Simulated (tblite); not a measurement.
Species: C4H8OP2.
Z-matrix (Å and degrees, GFN2-xTB geometry), rows numbered from 1:
```
C 
C   1  1.3243
C   2  1.4618  1  124.27
C   3  1.5599  2  118.09  1  -146.70
P   4  1.8104  3   65.53  2  -107.42
O   5  1.4740  3  122.66  4  -105.77
P   5  2.1769  3  113.72  4   100.64
H   1  1.0757  2  121.82  3  -178.68
H   1  1.0779  2  121.66  3     1.31
H   2  1.0825  1  120.76  3   178.24
H   3  1.0836  2  115.45  1    -5.19
H   4  1.0824  3  115.13  5   108.77
H   4  1.0797  3  115.54  5  -115.30
H   7  1.3959  5   89.68  3   109.40
H   7  1.3960  5   89.62  3  -158.59
```

All values are computed: GFN2-xTB (tblite) harmonic vibrations without scaling, gas phase. This tight-binding method is rough: wavenumbers can miss measured ones by several per cent, in bad cases by 10 to 20. Modes of hydrogen on phosphorus can be 10 to 20 % off. One conformer, not necessarily the lowest.

Harmonic wavenumbers (cm⁻¹): 66.6, 84.1, 101.3, 131.9, 167.3, 246.9, 295.5, 318.9, 408.6, 475.4, 615.3, 674.7, 694.7, 733.9, 744.5, 779.5, 878.7, 886.0, 951.8, 986.0, 1014.5, 1022.6, 1080.8, 1103.9, 1181.0, 1223.7, 1246.3, 1297.7, 1379.7, 1413.8, 1688.2, 2256.9, 2302.8, 3027.8, 3047.4, 3059.1, 3079.4, 3100.3, 3135.9.

A = 3330, B = 1043, C = 974.4 MHz; mass 134.005 u (most abundant isotopes); point group C1, symmetry number 1.

**Question.** Zero-point energy?

**Answer.** Half the sum of the wavenumbers: 23452 cm⁻¹ = 67.05 kcal/mol.

**Question.** Entropy at 298.15 K, 1 bar (ideal gas, RRHO, classical rotation)?

**Answer.** Translation 40.62, rotation 28.94, vibration 25.85: S = 95.4 cal/(mol K).

**Question.** And Cp and H(298.15 K) − H(0)?

**Answer.** Cp = 34.55 cal/(mol K), of which vibrations give 26.60 (their classical limit is 39 R = 77.5); H(298.15 K) − H(0) = 6.46 kcal/mol without the zero-point energy, 4.09 from vibrations.

**Question.** What must be added to the electronic energy to get the Gibbs energy at 298.15 K and 1 bar?

**Answer.** ZPE + [H(298.15 K) − H(0)] − T·S = 67.05 + 6.46 − 28.45 = 45.06 kcal/mol.

**Question.** Which modes carry the vibrational entropy at 298.15 K?

**Answer.** 66.6 cm⁻¹: 4.25; 84.1 cm⁻¹: 3.79; 101.3 cm⁻¹: 3.43; 131.9 cm⁻¹: 2.92; 167.3 cm⁻¹: 2.47; 246.9 cm⁻¹: 1.75 cal/(mol K); the other 33 give 7.24 together.

**Question.** How do the functions run with temperature in this model?

**Answer.** 
```tsv
T (K)	S (cal/(mol K))	Cp (cal/(mol K))	H − H(0) (kcal/mol)	G − H(0) (kcal/mol)	ln q(vib)
150	76.5	22.1	2.27	-9.20	2.62
250	89.7	30.4	4.89	-17.53	4.99
400	106.7	42.5	10.39	-32.29	8.44
600	126.3	53.9	20.12	-55.64	12.87
900	150.3	64.4	38.00	-97.26	18.96
```

q(vib) and H(0) count from the zero-point level.

**Question.** Blend soft modes into free rotors: weight 1/[1 + (100 cm⁻¹/ν̃)⁴] for the oscillator and the rest for a rotor with moment μB/(μ + B), μ = h/(8π²ν), B = 10⁻⁴⁴ kg m². What vibrational entropy results?

**Answer.** 24.14 cal/(mol K) in place of 25.85, which changes −T·S at 298.15 K by +0.51 kcal/mol.

Hindered rotation and anharmonicity are outside this model. Other conformers, if any are populated, would add a mixing term that is left out. The structure is chiral; the term R ln 2 for an equal mix with its mirror image is left out.

On an Arm Neoverse V1 with one thread, no GPU, shared host with 32 logical CPUs at a one-minute load of 9.1, this took 0.49 s wall. This covers the Hessian and the dipole derivatives.
